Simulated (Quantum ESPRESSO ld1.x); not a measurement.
Task: These are the eigenvalues of the occupied orbitals of an atom or ion with whole-number occupations (eV). Calculated with ld1.x of Quantum ESPRESSO 7.5: non-relativistic Kohn-Sham, LDA (Slater exchange, VWN5 correlation), spin-polarised, spherical densities, point nucleus.

1s up: -190.061

Which element is it, and in what charge state? The configuration may be excited. Open shells, if any, are filled with parallel spins first.

Result: Z = 4, beryllium, charge +3: Be3+ in 1s1. The 1s level, -6.9846 hartree, gives Z - s = 3.7 by -(Z - s)^2/2, which with screening narrows Z to a few neighbours, and with so few levels the electron count can be read from the list.
